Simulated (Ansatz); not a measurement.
YSi6 (the lowest doublet isomer of a short search). Charge 0, multiplicity 2. Geometry PBE-D4/def2-SVP, basis def2-TZVP, Ansatz.

```xyz
7

Y     1.602   -0.314    1.532
Si   -1.261   -0.306   -0.550
Si    1.164   -0.114   -1.169
Si    0.083   -2.136    0.133
Si   -0.558    1.393   -2.055
Si    0.102    1.624    0.297
Si   -1.132   -0.146    1.812
```

| run | HOMO (eV) | LUMO (eV) |
| --- | --- | --- |
| A | -4.32 | -3.92 |
| B | -5.40 | -2.41 |
| C | -4.13 | -3.74 |
| D | -4.39 | -3.82 |
| E | -4.95 | -3.25 |

In the def2 sets Y takes a core potential; there is no spin–orbit coupling. Another isomer (doublet) lies 0.07 eV lower at r2SCAN-D4/def2-TZVP.

HOMO and LUMO are taken over both spins.

Task: The runs used BHLYP, BLYP, PBE, PBE0, r2SCAN. Estimate which is which.

Result: A PBE (0 % exact exchange); B BHLYP (50 % exact exchange); C BLYP (0 % exact exchange); D r2SCAN (0 % exact exchange); E PBE0 (25 % exact exchange). Exact exchange lowers occupied and raises empty levels; among semilocal functionals meta-GGAs tend to open the gap a little, and such runs are hard to tell apart. The gap grows from 0.38 eV (BLYP) to 2.99 eV (BHLYP).
